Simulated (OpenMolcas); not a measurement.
**4d5 along the 41-electron sequence**

```yaml
Program: OpenMolcas 26.06
Method: RASSCF
Basis: ANO-RCC-VTZP
Scalar_Hamiltonian: DKH2, point nucleus
Spin-orbit_coupling: state interaction with AMFI integrals over the reference wave functions, term energies averaged over their components
```

Active space for each ion: 5 electrons in 9 orbitals (RAS2 4d 5s; RAS3 5p, at most 2 electrons).

Computed levels in cm-1 above 6S 5/2:

| Level | Mo+ | Tc2+ | Ru3+ |
| --- | --- | --- | --- |
| 4G 5/2 | 20743 | 24909 | 28012 |
| 4G 7/2 | 20846 | 25054 | 28238 |
| 4G 9/2 | 20918 | 25141 | 28372 |
| 4G 11/2 | 20928 | 25100 | 28303 |
| 4P 1/2 | 21142 | 28256 | 32259 |
| 4P 3/2 | 21573 | 27861 | 31663 |
| 4P 5/2 | 21939 | 27573 | 31202 |
| 4D 1/2 | 27900 | 30546 | 35078 |
| 4D 3/2 | 27986 | 30868 | 35519 |
| weight of 6S in the lowest level (%) | 100 | 99 | 99 |

Mixed levels, with the weight of the term that names them: Tc2+ 4P 5/2 (73 %), Ru3+ 4P 3/2 (74 %), Ru3+ 4P 5/2 (69 %), Ru3+ 4D 3/2 (74 %).

Measured, with the error of the calculation in %. Measured levels: Mo+ from NIST Handbook of Basic Atomic Spectroscopic Data.

| Level | Mo+ |
| --- | --- |
| 4G 5/2 | 15199 (+36.5) |
| 4G 7/2 | 15331 (+36.0) |
| 4G 9/2 | 15428 (+35.6) |
| 4G 11/2 | 15447 (+35.5) |

4G 5/2 changes by a factor of 1.35 over the same range, with steps per unit of Z of +4170, +3100 cm-1.

Some high roots are left out of the spin-orbit mixing, which shifts the levels that they would mix with. Without dynamic correlation excited terms often stand tens of per cent too high (terms of higher spin than the ground term too low), and those without a measured partner can miss by more than the paired ones. Terms from blocks run as CI alone lack orbitals of their own. Configurations are named by rounded mean occupations; where the s occupation lies near a half they are strongly mixed, a name can repeat and a true partner stay unpaired (holds for Mo+). Measured partners are found by configuration, term and J. A level has none where our copy of the source lacks it or the pairing is in doubt (some pairs that miss far off the trend of their configuration count as doubtful), and it then counts in no deviation. Only configurations of the active space appear.
